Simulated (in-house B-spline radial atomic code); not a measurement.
Atomic self-consistent-field run: S⁴⁺. Method: scalar-relativistic (X2C) PBE0, spin-polarised, spherical fractional occupations, exact exchange averaged over the configuration, Fermi nucleus of rms radius 3.2611 fm. Calculated with a B-spline radial code for spherical atoms.

Command:
```bash
python run_scf.py task.json out
```
Settings (nuclear radius in fm, mass in u):
```
Z                16
configuration    [Ne] 3s2
hamiltonian      x2c
method           pbe0
spin_polarised   True
nucleus          fermi
rms_radius       3.2611
atomic_mass      31.97207
speed_of_light   137.035999084
exact_exchange   averaged over the configuration
```

Output (hartree, bohr):
```
 radial grid: 68 intervals, B-splines of order 8, outer radius 14.6809 bohr

 iter        energy (Eh)    residual
    1        -391.962427    4.51e-01
    2        -394.470507    1.80e-01
    3        -394.776210    6.05e-02
    4        -394.811558    1.97e-02
    5        -394.815299    6.99e-03
    6        -394.815839    1.19e-04
    7        -394.815839    6.86e-06
    8        -394.815839    5.29e-08

 total energy                      -394.81584
 kinetic                             396.6283
 electron-nucleus                   -915.5112
 Hartree                             148.0514
 exact exchange                       -5.9050
 exchange-correlation                -18.0794

 orbital      occ     eigenvalue          <r>       <r^2>       <1/r>     <1/r^3>       r_max
 1s up      1.000       -91.6407    0.0966335   0.0125811     15.7503           -      0.0631
 1s down    1.000       -91.6407    0.0966335   0.0125811     15.7503           -      0.0631
 2s up      1.000       -10.2941     0.475343    0.268433     3.09508           -       0.387
 2s down    1.000       -10.2941     0.475343    0.268433     3.09508           -       0.387
 2p up      3.000        -8.1851     0.439162    0.240363     2.97294     82.2589      0.3252
 2p down    3.000        -8.1851     0.439162    0.240363     2.97294     82.2589      0.3252
 3s up      1.000        -2.4786      1.46973     2.45888    0.939946           -        1.31
 3s down    1.000        -2.4786      1.46973     2.45888    0.939946           -        1.31
```

Time taken, with all properties: 0.58 s on 1 thread of Arm Neoverse N1, with other jobs on the host.
